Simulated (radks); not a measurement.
Results of a calculation; reference values are marked as such.
Ionisation of La+, [Xe] 5d2, to La2+, [Xe] 5d1, under several functionals. Scalar-relativistic Kohn-Sham, spin-unpolarised, spherical densities, finite nucleus; a radial shooting solver on a logarithmic mesh with Libxc functionals.

| functional | E(La+) (hartree) | Exc (hartree) | IE (eV) | -e(HOMO) (eV) | <r> HOMO (bohr) | IE error (eV) |
|---|---|---|---|---|---|---|
| LDA (Slater exchange, Perdew-Zunger correlation) | -8486.2701 | -196.5919 | 11.006 | 7.368 | 2.894 | -0.179 |
| exchange-only LDA | -8480.8047 | -191.0566 | 9.887 | 6.343 | 2.984 | -1.298 |
| BP86 | -8494.0400 | -204.4076 | 10.913 | 7.295 | 2.886 | -0.272 |
| TASK exchange with Perdew-Wang LDA correlation | -8492.1313 | -201.7957 | 9.610 | 6.059 | 2.777 | -1.574 |
| RPBE | -8493.0634 | -203.4323 | 10.770 | 7.104 | 2.900 | -0.415 |
| revPBE | -8492.9579 | -203.3266 | 10.744 | 7.088 | 2.889 | -0.441 |

NIST Atomic Spectra Database: 11.185 eV (measured). Closest: LDA (Slater exchange, Perdew-Zunger correlation). The Delta-SCF values span 1.40 eV, the total energies 13.24 hartree. The highest occupied level is 5d. Spin polarisation and multiplet splitting are left out, so open shells lie too high by an amount that depends on their filling. Spin-orbit splitting is averaged out at the scalar-relativistic level.

Beside tabulated values, note that spin-unpolarised runs miss the spin-polarisation part of the exchange energy of open shells.
